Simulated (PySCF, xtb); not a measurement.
formyl cation (CHO), SMILES [O+]#C, charge +1.

xtb with GFN2-xTB at its own geometry gives an orbital gap of 7.21 eV.

Geometry optimised at r2SCAN-D4/def2-TZVPD.

### Question
What does PBE/def2-TZVPD in PySCF give? (Estimate from the structure and the level; the computed values follow.)

### Answer
gap 9.74 eV (levels -21.21 and -11.47 eV).
